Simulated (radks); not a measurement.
Results of a calculation; reference values are marked as such.
All-electron atom: Tl+ in [Xe] 4f14 5d9 6s2 6d1 (not the ground configuration). Code: a radial shooting solver on a logarithmic mesh with Libxc functionals. Model: scalar-relativistic Kohn-Sham, r2SCAN, spin-polarised, spherical densities, finite nucleus; open shells are filled with parallel spins first (spin-orbit coupling, left out, can overturn this in heavy ions); meta-GGA in the generalised Kohn-Sham scheme; Fermi nuclear charge, rms radius 5.4759 fm.

Normalised radial functions P(r) = r R(r), r in bohr:

r	5d up	5d down	6d up
0.0007256	0.0000	0.0000	0.0000
0.001007	0.0000	0.0000	0.0000
0.001398	0.0000	0.0000	0.0000
0.001941	0.0001	0.0001	0.0000
0.002694	0.0001	0.0001	0.0000
0.003711	0.0003	0.0003	0.0001
0.005151	0.0008	0.0008	0.0002
0.00715	0.0019	0.0019	0.0004
0.009926	0.0046	0.0046	0.0009
0.01378	0.0105	0.0105	0.0020
0.01898	0.0230	0.0230	0.0044
0.02634	0.0490	0.0490	0.0093
0.03657	0.0971	0.0970	0.0184
0.05076	0.1739	0.1737	0.0330
0.07047	0.2683	0.2681	0.0508
0.09705	0.3281	0.3278	0.0621
0.1347	0.2613	0.2610	0.0492
0.187	-0.0043	-0.0044	-0.0014
0.2596	-0.3580	-0.3577	-0.0682
0.3575	-0.4769	-0.4762	-0.0890
0.4963	-0.1319	-0.1312	-0.0203
0.689	0.4945	0.4946	0.0985
0.9564	0.9281	0.9262	0.1647
1.328	0.9060	0.9035	0.1104
1.828	0.5938	0.5949	-0.0420
2.538	0.2639	0.2678	-0.2366
3.523	0.0744	0.0776	-0.4048
4.891	0.0117	0.0126	-0.4655
6.79	0.0008	0.0009	-0.3660
9.35	0.0000	0.0000	-0.1773
12.98	0.0000	0.0000	-0.0427
18.02	0.0000	0.0000	-0.0043

5d up: eigenvalue -31.739 eV, 2 radial nodes at r = 0.186, 0.534 bohr, <r> = 1.33 bohr, 90 % of the charge inside 2.01 bohr. 5d down: eigenvalue -30.789 eV, 2 radial nodes at r = 0.186, 0.534 bohr, <r> = 1.34 bohr, 90 % of the charge inside 2.02 bohr. 6d up: eigenvalue -4.261 eV, 3 radial nodes at r = 0.186, 0.527, 1.69 bohr, <r> = 5.50 bohr, 90 % of the charge inside 8.13 bohr.
